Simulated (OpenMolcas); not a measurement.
As+: effect of the IPEA shift

```
Program             : OpenMolcas
Basis               : ANO-RCC-VTZP [6s5p3d1f]
Scalar Hamiltonian  : DKH2, point nucleus
Active space        : 4 electrons in 9 orbitals (RAS2 4s 4p; RAS3 4d, at most 2 electrons)
State averaging     : 2S+1 = 3 even, 6 roots; 2S+1 = 1 even, 6 roots; 2S+1 = 5 odd, 1 root; 2S+1 = 3 odd, 8 roots; 2S+1 = 1 odd, 8 roots
Spin-orbit coupling : state interaction with AMFI integrals over the reference wave functions, term energies averaged over their components
```

Methods on the same reference wave functions:
A. RASSCF
B. MS-RASPT2, IPEA 0 Eh, imaginary shift 0.1 Eh (closed shells correlated: 3d)
C. MS-RASPT2, IPEA 0.25 Eh, imaginary shift 0.1 Eh (closed shells correlated: 3d)

Energies in cm-1 above 4s2 4p2 3P0, the measured ground level; measured values from NIST Handbook of Basic Atomic Spectroscopic Data.

```tsv
Level	A	B	C	Measured
4s2 4p2 3P0	0.0	0.0	0.0	0.0
4s2 4p2 3P1	946	955	954	1063
4s2 4p2 3P2	2313	2330	2330	2541
4s2 4p2 1D2	10062	10170	10180	10096
4s2 4p2 1S0	23551	22830	22980	22599
4s 4p3 5S* 2	46517	50850	50830	54817
4s 4p3 3D* 1	70246	71690	71880	73750
4s 4p3 3D* 2	70296	71740	71930	73862
4s 4p3 3D* 3	70525	71980	72160	74244
4s 4p3 3P* 2	82499	83200	83460	
4s 4p3 3P* 0	82757	83480	83760	
4s 4p3 3P* 1	82762	83490	83770
```

Deviations, from unrounded energies. A percentage is the sum of absolute deviations over the sum of measured energies, with the sign that they share, or ± where signs differ.

```csv
Against measurement,Levels,A,B,C
mean absolute deviation (cm-1),8,2600,1400,1300
fine structure of the ground term (%),2,-9.6,-8.9,-9.0
other terms of the ground configuration (%),2,±3.0,+0.9,+1.4
other configurations (%),4,-6.9,-3.8,-3.6
```

B, C lie about equally close to measurement and A furthest from it. The largest miss of C in the table is 4s 4p3 5S* 2, by -4000 cm-1. The ranking rests on the paired levels alone, and a cruder setting can come out closer through cancelling errors.

Between B and C the level of the table that moves most is 4s 4p3 3P* 0, by 280 cm-1 (lowest in B, highest in C). Moves below CASPT2's spread within the term are not significant.

From A to B the spin-free energies of the other terms of 4s2 4p2 shown, above 3P, scale by factors of 0.97 to 1.01.

The lowest spin-free term lies below A's lowest term by 0.075 hartree in B, 0.074 hartree in C.

Term energies are means over components that CASPT2 splits; among the terms shown or strongly mixed into the levels shown the widest spread is 24 cm-1 (4s 4p3 3D*, C). The run also gave levels led by 4s 4p2 4d, 4s2 4p 4d, which use shells meant for correlation; these and all levels above them are left out. Some terms mix strongly with configurations of 4d, whose occupation reaches 0.27 (4s 4p3 3D*, 4s 4p3 3P*). Without dynamic correlation excited terms often stand tens of per cent too high (terms of higher spin than the ground term too low), and those without a measured partner can miss by more than the paired ones (holds for A). Computed and measured levels are paired by configuration, term and J; levels that our copy of the source lacks, or whose pairing is in doubt (as where it misses far off the trend of its configuration), stay unpaired and out of the deviations. Only configurations of the active space appear. The table leaves out levels that lie high or whose names do not pair safely across all columns.

* marks odd parity.
